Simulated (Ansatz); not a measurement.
Consider the redistribution: `C=C[Se]CO` + `C[SiH2]C[AsH2]` → `C=C[Se][SiH2]C` + `OCC[AsH2]`.

Calculated with Ansatz (gas phase, PBE0-D4/def2-TZVP geometries, no zero-point term in ΔE). CBS: MP2 limit from def2 TZ/QZ plus the TZ coupled-cluster correction, frozen cores. DFT in def2-TZVPP. For As, Se outer-core shells are correlated without core-valence functions, which leaves a few kJ/mol of doubt a bond. Scalar relativity is left out up to krypton. One conformer a species, not always the lowest.

```json
{"level": "r2SCAN-D4", "ΔE (kcal/mol)": "-13.1"}
{"level": "r2SCAN", "ΔE (kcal/mol)": "-13.1"}
```

(1) What does CCSD(T)/CBS give? (An estimate is asked.)

Largest T1 diagnostic among the species: 0.011.

Results:

(1) The calculation gave: -14.1 kcal/mol. The listed levels differ from it by 1.0, 1.0 kcal/mol.

From PBE to PBE0 (25 % exact exchange), in def2-TZVPP and without D4, ΔE moves by −1.4 kcal/mol. In def2-TZVPP, CCSD(T) changes the Hartree–Fock value by +2.0 kcal/mol (the triples alone add +0.4 kcal/mol) and MP2 by +1.8 kcal/mol.
